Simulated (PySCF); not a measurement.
From one molecule to another.

First species: C2H2N2O.
SMILES: `c1ncon1`

Second species: C7H5FO2.
Z-matrix (Å and degrees, GFN2-xTB geometry), rows numbered from 1:
```
O 
C   1  1.1863
F   2  1.3722  1  118.42
C   2  1.4561  1  129.31  3  -179.98
C   4  1.3979  2  122.43  1   179.14
C   5  1.3756  4  120.23  2  -179.97
C   6  1.3967  5  120.14  4     0.06
O   7  1.3477  6  118.07  5  -179.95
C   7  1.3956  6  119.77  5    -0.02
C   9  1.3763  7  120.06  6    -0.04
H   5  1.0788  4  119.74  2    -0.00
H   6  1.0781  5  121.29  4  -179.94
H   8  0.9660  7  110.69  6   179.80
H   9  1.0817  7  119.69  6  -179.92
H  10  1.0791  4  118.82  2    -0.15
```

Levels: CAM-B3LYP/def2-SVPD for dipole moment, HOMO energy, LUMO energy, HOMO–LUMO gap, static isotropic polarisability and electronic spatial extent ⟨r²⟩ about the centre of nuclear charge; TDDFT CAM-B3LYP/def2-SVPD for lowest singlet excitation; TDA CAM-B3LYP/def2-SVPD for lowest triplet excitation (Tamm–Dancoff); GFN2-xTB for rotational constant A and rotational constant C. Geometries: GFN2-xTB. Each species is one conformer at its optimised geometry, gas phase, non-relativistic unless stated; the electronic structure was computed with PySCF and density fitting.

The conformers computed, where there is a choice (atom-mapped SMILES and torsion angles):
- `[O:1]=[C:2]([F:3])[c:4]1[cH:5][cH:6][c:7]([OH:8])[cH:9][cH:10]1`: O1–C2–C4–C5 179°, H–O8–C7–C6 180°

Which has the higher T1 energy?

The first: 4.68 eV against 3.59 eV, a difference of 1.09 eV.

Which of the two has the higher HOMO energy, and by how much?

The second: -8.59 eV against -10.28 eV, a difference of 1.69 eV.

Which of the two has the higher S1 energy, and by how much?

The first: 6.14 eV against 5.13 eV, a difference of 1.01 eV.

Which of the two has the higher rotational constant C, and by how much?

The first: 5.246 GHz against 0.653 GHz, a difference of 4.593 GHz.

Which of the two has the higher ⟨r²⟩, and by how much?

The second: 1571 bohr² against 252 bohr², a difference of 1319 bohr².

Which has the higher static isotropic polarisability?

The second: 89.6 au against 36.0 au, a difference of 53.6 au.

Which has the higher rotational constant A?

The first: 10.543 GHz against 3.839 GHz, a difference of 6.704 GHz.

Which of the two has the higher LUMO energy, and by how much?

The first: 0.09 eV against -0.75 eV, a difference of 0.84 eV.

On the first: The dipole matches unit charges of opposite sign 0.26 Å apart (1 e·Å = 4.8032 D). The vertical singlet–triplet gap S1 − T1 is 1.46 eV (TDDFT singlet less Tamm–Dancoff triplet; S1: HOMO−1→LUMO, weight 0.98; T1: HOMO→LUMO, weight 0.92).

On the second: The polarisability is 13.27 Å³ as a volume (1 au = 0.148185 Å³), or 1.24 au for each of the 72 electrons.
